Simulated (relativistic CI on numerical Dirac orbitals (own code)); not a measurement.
# Tb43+: sensitivity of the levels to the model

Base calculation: Dirac-Coulomb-Breit CI, KLI orbitals optimised for each configuration, model QED, unscaled Slater integrals.

Configuration list (outside the closed core [Ne]): 3s²3p⁶3d⁴, 3s²3p⁵3d⁵, 3s3p⁶3d⁵, 3s²3p⁶3d³4s, 3s²3p⁶3d³4p, 3s²3p⁶3d³4d, 3s²3p⁵3d⁴4s, 3s²3p⁶3d³4f, 3s3p⁶3d⁴4s, 3p⁶3d⁵4p, 3p⁶3d⁶, 3p⁵3d⁷, 3p⁵3d⁶4s, 3p⁶3d⁵4s, 3p⁵3d⁵4s², 3s²3p⁶3d²4s², 3s²3p⁶3d4s²4p, 3s²3p⁶3d4s²4d. Double excitations out of closed p, d and f shells are left out; levels of such configurations are missing from the list, as are those of other unlisted configurations, and high levels can miss mixing partners.

Variants: (1) configuration mixing switched off. Shifts of the energy above 3s²3p⁶3d⁴ ³P0, in cm⁻¹, for the lowest level and the first level of each name with at least 55 % of one term (blank where a level changes its place among those of its configuration and J or its character, or is not in the variant):

| Level | Base | Δ(1) |
| --- | --- | --- |
| 3s²3p⁶3d⁴ ³P0 | 0 | 0 |
| 3s²3p⁶3d⁴ ⁵D1 | 250729 | -1334 |
| 3s²3p⁶3d⁴ ⁵D0 | 566588 | +307 |
| 3s²3p⁶3d⁴ ³H5 | 628350 | -2512 |
| 3s²3p⁶3d⁴ ³G4 | 686630 | +566 |
| 3s²3p⁶3d⁴ ³G5 | 954236 | -1311 |
| 3s²3p⁶3d⁴ ³D1 | 954920 | +1786 |
| 3s²3p⁶3d⁴ ¹S0 | 1115545 | +8398 |
| 3s²3p⁶3d⁴ ¹D2 | 1174743 | +2879 |

At this charge energies of transitions that change n are usually good to better than 1 %, and those within a shell (Δn = 0) to a few per cent.

Ionisation energy from the two ground configurations alone: base 3457.87 eV. The NIST ASD value (theoretical) is 3458 eV.

LS names give the leading component of a level, which can be under half, so a name can repeat, a term be missing and a line seem to break the LS rules.
